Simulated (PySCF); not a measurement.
# Partial charges of `F[SiH2]S[Si@H](F)S[SiH3]`

F₂H₆S₂Si₃.
Geometry (GFN2-xTB, Å), atoms numbered from 1 in this order:
```xyz
13
F2H6S2Si3 angstrom
F      3.2668   -1.2106    1.4055
Si     2.3279   -0.7203    0.2084
S      1.1234    0.8273    1.0772
Si     0.0540    1.5507   -0.6236
F     -1.0394    2.5416    0.0026
S     -0.9263    0.0226   -1.7342
Si    -2.3960   -0.7134   -0.3217
H      3.2005   -0.1665   -0.8045
H      1.5159   -1.8602   -0.1585
H      0.8522    2.3191   -1.5429
H     -3.0884   -1.7032   -1.1277
H     -1.6654   -1.2950    0.7977
H     -3.2298    0.4083    0.0814
```

Density: PBE0/pcSseg-1 (PySCF); schemes: Mulliken, IAO, Hirshfeld and ESP-fitted. Geometry: GFN2-xTB, one conformer, isolated molecule.

Q: Atoms with like bonding are taken together and averaged. At which atom do the 4 schemes differ most?

A: At Si4: from +0.376 (Hirshfeld) to +1.034 e (IAO), 0.658 e apart.

Q: Do the Mulliken, IAO, Hirshfeld and ESP-fitted schemes agree on where the charge is highest?

A: All schemes agree: Mulliken Si2 (+0.864); IAO Si2 (+1.037); Hirshfeld Si2 (+0.406); ESP-fitted Si2 (+0.602).

Q: What partial charge does each atom carry?

A: In e; atoms taken as equivalent share a row and are averaged (×n: the atom named and its like, n in all):

```
       atom             environment  Mulliken     IAO  Hirshfeld  ESP-fitted
         F1  silicon-bound fluorine    -0.413  -0.529     -0.196      -0.256
        Si2  fluorine-bound silicon    +0.864  +1.037     +0.406      +0.602
         S3   sulfur bonded to 2 Si    -0.504  -0.439     -0.159      -0.316
        Si4  fluorine-bound silicon    +0.860  +1.034     +0.376      +0.494
         F5  silicon-bound fluorine    -0.402  -0.525     -0.190      -0.221
         S6   sulfur bonded to 2 Si    -0.536  -0.439     -0.165      -0.364
        Si7            SiH3 silicon    +0.470  +0.559     +0.316      +0.422
         H8           Si–H hydrogen    -0.090  -0.140     -0.066      -0.084
         H9           Si–H hydrogen    -0.077  -0.136     -0.070      -0.079
        H10           Si–H hydrogen    -0.037  -0.126     -0.063      -0.026
H11/H12/H13           Si–H hydrogen    -0.045  -0.099     -0.063      -0.058
```

Mean size of the charges over all atoms: IAO 0.405 e, Mulliken 0.337 e, ESP-fitted 0.234 e, Hirshfeld 0.169 e. Each set sums to the total charge, 0, to within 0.001 e. The Hirshfeld scheme divides the density at each point in proportion to the densities of the neutral, spherically averaged free atoms. The IAO scheme counts the electrons in orthogonalised intrinsic atomic orbitals, a minimal basis polarised so that it spans the occupied orbitals exactly.

Some averages cover members that differ in this geometry: H11/H12/H13, ESP-fitted -0.074 to -0.041 e.

Q: Sum the charges by element.

A: 
```csv
element,atoms,Mulliken,IAO,Hirshfeld,ESP-fitted
F,2,-0.815,-1.054,-0.387,-0.477
Si,3,+2.193,+2.630,+1.098,+1.518
S,2,-1.040,-0.878,-0.324,-0.680
H,6,-0.338,-0.698,-0.387,-0.362
```

Q: How many electrons does the IAO scheme count on Si2?

A: Z − q = 14 − (+1.037) = 12.963.
